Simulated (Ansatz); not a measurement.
Basis sets compared for Zn₈H₂₂S₈. Charge 0, multiplicity 1. Geometry PBE-D4/def2-SVP. Ansatz on 2 threads of AMD EPYC 7R13 on a shared host and a share (18 GiB) of an NVIDIA H100 80GB HBM3; times are rough, and most runs start from earlier orbitals.

```xyz
38

Zn    2.4759   -2.4133   -3.2338
S     0.3341    0.0203   -4.3215
S     2.3900    0.0596   -1.6728
Zn    1.5920    2.1578   -0.7552
Zn   -1.5435   -0.2192   -2.6263
S    -0.8489    1.6047   -1.1688
S     1.3947    1.9570    1.6547
Zn    0.2021    1.8943    4.3433
Zn   -2.5116    1.6234    0.6125
S    -1.5319    3.5711    1.9161
Zn    1.8252   -1.9875   -0.6129
S    -0.6366   -1.8950   -1.0813
S     2.3051   -1.7088    1.6670
Zn    0.8517   -0.1383    2.6308
Zn   -2.2451   -2.2816    0.6298
S    -1.4708   -0.3073    1.7089
H     3.9988   -2.4652   -3.5899
H     0.9322   -2.3599   -3.6660
H    -0.2357    1.1747   -4.8217
H    -0.3073   -0.7355   -5.2569
H     3.6955    0.1197   -1.2913
H     2.0344    3.5176   -1.4000
H    -2.9531   -0.3924   -3.2748
H    -1.2872    2.6651   -1.9017
H     2.7119    1.9930    1.9970
H     1.3604    2.5297    5.1818
H    -1.3116    1.8951    3.8112
H    -4.0575    1.7155    0.4141
H    -1.9590    4.4601    0.9493
H    -2.6730    3.7613    2.6375
H     2.3076   -3.2622   -1.4748
H    -0.6851   -2.9742   -1.9105
H     1.8845   -2.8851    2.2129
H    -0.2658   -3.3404    1.7895
H     0.6081   -0.0161    4.2206
H    -3.4086   -3.2742    0.8481
H    -0.8437   -3.8341    1.9360
H    -2.1281   -0.2298    2.8994
```

Single mean-field runs in def2-SVP, def2-TZVP are fitted with def2-universal-jkfit. In the singlet geometry the species has come apart into loosely held pieces. In the singlet, H34 and H37 lie 0.77 Å apart (atoms count from 1), so H2 has formed as a molecule.

Binding counts from free atoms (Zn singlet, S triplet, H doublet) in the same basis, without a counterpoise term.

| level | functions | energy (Eh) | HOMO (eV) | LUMO (eV) | binding per atom (eV) | wall time |
| --- | --- | --- | --- | --- | --- | --- |
| PBE-D4/def2-SVP (with forces) | 502 | -17427.5092 | -5.60 | -1.71 | 2.36 | 13 s |
| PBE0-D4/def2-SVP | 502 | -17428.0359 | -6.76 | -0.91 | 2.35 | 7.5 s |

Task: Estimate the rows for PBE-D4/def2-TZVP, PBE0-D4/def2-TZVP.

Result: 
```tsv
level	functions	energy (Eh)	HOMO (eV)	LUMO (eV)	binding per atom (eV)	wall time
PBE-D4/def2-TZVP	812	-17430.7481	-5.96	-2.18	2.30	14 s
PBE0-D4/def2-TZVP	812	-17431.1749	-7.07	-1.37	2.30	18 s
```
